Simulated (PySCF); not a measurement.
As (arsenic, neutral) across methods

[Ar] 3d10 4s1 4p3 4d1, high-spin 6D determinant (an excited configuration). Calculation: PySCF 2.14, in aug-cc-pVQZ-PP with one added diffuse shell each of s, p, d, f, g type with ECP10MDF (8s7p6d4f3g, 114 functions); a scalar-relativistic core potential.

```tsv
method	E (hartree)	mean ε 4s α (eV)	mean ε 4p α (eV)	mean ε 4d α (eV)	Σ⟨r²⟩ (bohr²)	⟨S²⟩
r2SCAN	-331.7734	-21.752	-11.055	-0.842	84.24	8.752
BLYP	-331.8229	-20.540	-10.291	-0.824	88.13	8.751
LDA	-331.3476	-20.795	-10.514	-0.869	82.33	8.751
PBE0	-331.8529	-22.980	-11.905	-1.200	84.48	8.751
PBE	-331.8735	-20.700	-10.519	-0.923	84.21	8.751
PBEsol	-331.5386	-20.726	-10.518	-0.880	84.23	8.751
UHF	-330.75259	-29.287	-15.661	-1.812	89.34	8.752
```

**Question.** Estimate the same row for M06.

**Answer.** E (hartree) = -331.9387; mean ε 4s α (eV) = -22.808; mean ε 4p α (eV) = -11.841; mean ε 4d α (eV) = -1.116; Σ⟨r²⟩ (bohr²) = 88.63; ⟨S²⟩ = 8.751.

Energies and moments cover only the electrons outside the core potential. The outer electron is Rydberg-like, and this basis confines it to a smaller radius and binds it less than a complete one would.
